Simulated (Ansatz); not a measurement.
A nudged elastic band was laid between two geometries of Cl3FH2HfO (8 atoms, charge 0, multiplicity 1).

The calculation used RKS B3LYP/def2-SVP (Ansatz 0.2.0).

```json
{"movable images": "7", "climbing image": "yes", "spring": "2.0 to 10.0 eV/Å², energy-weighted", "optimiser": "quadratic models (default)", "start path": "through a guess of the saddle point", "force threshold": "0.03 eV/Å", "iteration limit": "60", "end points": "relaxed"}
```

First end point:

```xyz
8
Properties=species:S:1:pos:R:3
Hf 0.085 -0.047 0.098
Cl -0.057 0.472 2.431
Cl 2.164 0.416 -0.923
F -0.939 1.430 -0.525
Cl -1.209 -1.762 -0.955
O 1.037 -1.977 1.057
H 0.776 -2.857 0.744
H 1.172 -2.017 2.017
```

Last end point:

```xyz
8
Properties=species:S:1:pos:R:3
Hf 0.120 -0.509 -0.263
Cl 1.067 0.390 2.652
Cl 2.100 0.569 -0.993
F -1.294 0.657 0.280
Cl -0.749 -1.541 -2.194
O 0.424 -2.022 0.940
H 0.377 -2.982 0.994
H 0.984 -0.905 2.529
```

(1) What changes between the two ends?

(2) What energy profile does the band end with?

(3) What is the geometry of the highest image?

The band took 22 iterations and about 28 core-minutes.

Results:

(1) Bonds broken: Hf1–Cl2, O6–H8. Bonds formed: Cl2–H8.

(2) The run converged. The highest image is number 5 of 0 to 8, 92.4 kJ/mol above the first end and 7.5 kJ/mol above the last; the last end lies 84.9 kJ/mol above the first. Another band between the same ends (7 images) ends at a top of the same energy, where a vibrational analysis finds 1 clearly imaginary mode. The orbitals stay closed-shell, which can raise the energy where a bond breaks towards radicals; this wasn't checked here.

| image | path coordinate (Å) | energy (kJ/mol) | Hf1–Cl2 (Å) | O6–H8 (Å) | Cl2–H8 (Å) |
| --- | --- | --- | --- | --- | --- |
| 0 | 0.00 | 0.0 | 2.39 | 0.97 | 2.81 |
| 1 | 0.77 | 4.8 | 2.41 | 0.97 | 2.63 |
| 2 | 1.54 | 13.0 | 2.44 | 0.97 | 2.43 |
| 3 | 2.31 | 54.9 | 2.62 | 1.04 | 1.82 |
| 4 | 2.61 | 87.9 | 2.75 | 1.24 | 1.55 |
| 5 | 2.76 | 92.4 | 2.82 | 1.40 | 1.43 |
| 6 | 2.92 | 90.5 | 2.90 | 1.55 | 1.37 |
| 7 | 3.12 | 87.1 | 3.01 | 1.72 | 1.33 |
| 8 | 3.48 | 84.9 | 3.19 | 2.02 | 1.30 |

(3) 
```xyz
8
Properties=species:S:1:pos:R:3
Hf 0.187 -0.382 -0.128
Cl 1.016 0.284 2.482
Cl 2.092 0.598 -1.114
F -1.245 0.845 0.150
Cl -0.711 -1.696 -1.872
O 0.483 -1.965 1.135
H 0.361 -2.922 1.116
H 0.846 -1.105 2.176
```

Time of the run: 7.6 min on 4 threads of Arm Neoverse V1, with other jobs on the host, peak memory 0.38 GiB.
